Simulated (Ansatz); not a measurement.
Total energies of the cluster Li₃N⁻ (the lowest doublet isomer of a short search) from Ansatz at PBE0-D4/def2-TZVPD, gas phase (1 Eh = 27.2114 eV = 2625.5 kJ/mol). The reference geometry is relaxed at PBE-D4/def2-TZVPD.

```xyz
4

Li    0.115   -0.048   -1.723
Li   -1.553   -0.035    0.757
Li    1.426   -0.178    0.959
N     0.012    0.260    0.007
```

| state | geometry | energy (Eh) |
| --- | --- | --- |
| charge -1 doublet | reference | -77.18299 |
| charge 0 singlet | reference | -77.17787 |
| charge -1 quartet | relaxed at PBE-D4/def2-TZVPD | -77.17593 |

Work out the vertical ionisation energy to the singlet.

E(charge 0 singlet) − E(charge -1 doublet) = -77.17787 − (-77.18299) = 0.00512 Eh = 0.14 eV. For comparison, −ε of the highest occupied level of the spin that leaves is -0.69 eV at this level, 0.83 eV less.

Which of the charge -1 states is lowest, and how far above it are the others?

The doublet. quartet: -77.17593 − (-77.18299) = 0.00706 Eh = 18.5 kJ/mol.

At PBE0-D4/def2-TZVPD the charge -1 doublet is spin-contaminated (final ⟨S²⟩ up to 0.86, 0.75 for a pure state). At PBE0-D4/def2-TZVPD the highest occupied level of the charge -1 doublet lies above zero (up to 0.69 eV). By energy differences its removal costs 0.14 eV (vertical, to the charge 0 singlet, at PBE0-D4/def2-TZVPD); a positive level beside a positive removal energy at the same level points to self-interaction error. At PBE0-D4/def2-TZVPD the highest occupied level of the charge -1 quartet lies above zero (up to 0.47 eV). It is a level of α spin, whose loss leaves a triplet; that state wasn't run at this geometry and level. The electron is either unbound and held by the finite basis, or the level is raised by self-interaction error. The restricted singlet is unstable towards broken spin symmetry in Hartree–Fock (as tested in another run); at PBE0-D4/def2-TZVPD this wasn't settled. 

The structure comes from a short search, and lower isomers may exist.
